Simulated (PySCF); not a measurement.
(1S)-1-bromo-1-chloroethane (C₂H₄BrCl), SMILES C[C@@H](Cl)Br. The structure is a stationary point at PBE-D3(BJ)/def2-SVP.

Computed equilibrium geometry at PBE-D3(BJ)/def2-SVP (PySCF confirms it by a frequency run) as Cartesian coordinates in Å:
```xyz
8

C     -1.6693    -1.0356     0.2890
C     -0.2160    -0.6619     0.4819
Cl     0.8586    -1.7141    -0.4954
Br     0.0770     1.2423     0.0439
H     -1.9674    -0.9077    -0.7692
H     -1.8178    -2.0965     0.5753
H     -2.3140    -0.3965     0.9238
H      0.1201    -0.7562     1.5297
```
Charge 0, spin multiplicity 1.
